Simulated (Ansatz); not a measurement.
Cost and result up the ladder for nido-B5H9 (Br for H, site a on B) (B₅H₈Br) (14 atoms). Charge 0, multiplicity 1. Geometry: PBE-D4/def2-SVP.

```xyz
14

B    -0.6906   -0.9546    0.5056
B    -0.2694    0.7497    0.9337
B     0.9181   -0.3787    0.4780
B     0.2359   -0.7840   -1.0319
B     0.6604    0.9163   -0.6069
Br   -0.4945    1.8515    2.5134
H    -1.2047   -1.8726    1.0949
H     1.9116   -0.7636    1.0372
H     0.6143   -1.5587   -1.8750
H     1.4090    1.7473   -1.0576
H    -1.4779    0.1347    0.6516
H    -0.4612    1.5426   -0.1856
H    -0.0675    0.3885   -1.6471
H    -1.0835   -1.0186   -0.8104
```

Ansatz on 4 threads of Intel Xeon on a shared host. Times are rough, and most runs start from the orbitals of an earlier one. PBE0-D4/def2-TZVP serves as the yardstick here, not as an exact answer. Differences are given only for rows in sets of like size (and for xTB, whose basis is part of the method), since another set adds its own error. Binding counts from free atoms at the same level (B doublet, Br doublet, H doublet; other spins of the atoms weren't run), without zero-point energy or a counterpoise term.

B3LYP takes the VWN-RPA correlation. Correlated methods freeze 14 core orbitals; core or outer-core shells of Br are correlated, in sets that lack core-valence functions. The rows differ in basis, and correlated rows in double-zeta sets carry the largest basis error.

Correlated methods converge slowly with the basis, most of all in double-zeta sets.

```tsv
level	functions	wall time	binding energy per atom (eV)	difference from PBE0-D4/def2-TZVP (eV)
HF/STO-3G	51	0.25 s	3.86	–
PBE-D4/def2-SVP	142	1.8 s	3.78	–
PBE0-D4/def2-SVP	142	2 s	3.76	–
PBE-D4/def2-TZVP (with forces)	251	3.5 s	3.74	0.03
B3LYP-D4/def2-TZVP	251	3.9 s	3.63	-0.08
PBE0-D4/def2-TZVP	251	4 s	3.71	0.00
BHLYP-D4/def2-TZVP	251	4.2 s	3.56	-0.15
MP2/def2-TZVP	251	4.2 s	3.59	-0.13
r2SCAN-D4/def2-TZVP	251	5 s	3.72	0.01
CCSD(T)/def2-SVP	142	15 s	3.50	–
```
